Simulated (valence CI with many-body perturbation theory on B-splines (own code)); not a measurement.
## Ta32+ in brief

Computed by relativistic CI+MBPT: five valence electrons over a frozen Dirac-Fock core [Kr], a basis of 7 s, 7 p, 8 d, 6 f, 4 g, 1 h functions for each j, with the one-electron correlation potential Σ1, the two-electron term Σ2, the three-electron term Σ3, Breit, model QED; selected CI, second order for the rest, scaled by the run's own slope (own B-spline code, finite nucleus).

No measured spectrum was set against this ion. As an estimate, large intervals hold to a few tenths of a per cent, small ones and those within an open d or f shell to about a per cent. The list stops below the first excitations out of the core.

Levels are named by their leading jj configuration (3d3/2^4 stands for four electrons in 3d with j = 3/2), which in mixed levels can hold well under half, so a name can repeat and another be missing.

Rates and lifetimes use the calculated energies. Strong lines usually hold to 10 to 20 %, long lifetimes can be off by a factor of two.

(1) What is the ground level?

(2) What is the ionisation energy?

(3) How well does LS coupling describe the low levels?

## Answers

(1) (4d3/2^4 4d5/2) J=5/2, composition 29 % 4d5 4P + 21 % 4d5 2D + 18 % 4d5 6S, g = 1.387.

(2) 1313.9 eV; NIST lists 1313 ± 4 eV (theoretical).

(3) Among the lowest 20 levels the leading LS term, summed over configurations, holds 49 % on average. For single configurations the figures are 48 % in LS and 93 % in jj coupling. Terms mix most in the J = 5/2 level at 0.000 eV, where the leading one holds 29 %.
